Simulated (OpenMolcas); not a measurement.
**Ru2+: moving or changing the point charges**

Ru2+ among 6 point charges of -1.7 e arranged as an octahedron (Oh), 2 Å from the ion.

| Property | Result |
| --- | --- |
| Program | OpenMolcas |
| Method | CASSCF |
| Basis | ANO-RCC-VDZP [6s5p3d1f] |
| Scalar Hamiltonian | DKH2, point nucleus |
| Active space | 6 electrons in 5 orbitals (4d) |
| State averaging | 2S+1 = 5 even, 5 roots; 2S+1 = 3 even, 45 roots; 2S+1 = 1 even, 50 roots |
| Spin-orbit coupling | RASSI with atomic mean-field integrals over the reference wave functions |

Runs around this geometry, states (labels of O, the rotations of Oh). Energies in cm-1 above the lowest state or level, χT in cm3 K/mol; under a threefold ground state the first gap can be a small split of the lowest multiplet, not the spin-orbit step.

```tsv
R (Å)	q (e)	Ground state	First state of that spin	First gap with spin-orbit (degeneracies)	χT at 300 K	First state of another spin
2	-1.36	5T2	5E 10149	376.7 (3, 2)	4.300	3T1 10286
1.91	-1.7	5T2	5E 15449	303.0 (3, 2)	4.195	1A1 2664
2	-1.7	5T2	5E 12732	350.7 (3, 2)	4.255	1A1 6961
2.21	-1.7	5T2	5E 8307	386.2 (3, 2)	4.346	3T1 11840
```

Taking the first state of the same spin as R^-n, n = -ln(8307 / 15449) / ln(2.21 / 1.91) = 4.3 between the shortest and longest distance.

Scaling the charges by -1.36 / -1.7 = 0.80 scales the first state of the same spin by 10149 / 12732 = 0.80; with fixed orbitals a first-order splitting would follow the charge.

An orbital triplet at a regular site is open to Jahn-Teller coupling, which can distort the site and quench the lowest spin-orbit gaps and is left out. Without dynamic correlation the repulsion within the d shell is too large (B by tens of per cent), so at a given field states of lower spin stand too high. Point charges give a weaker field than real ligands, and real ions of this kind are as a rule low spin; the high spin found here belongs to the model. This shell can be high or low spin here, a state of another spin lies low, and with metal d orbitals alone active their balance is uncertain, so the ground spin may be wrong (holds for R = 1.91, q = -1.7; R = 2, q = -1.7). Point charges carry no covalency, so the field is a model and not that of real ligands. No measured value stands beside these numbers.
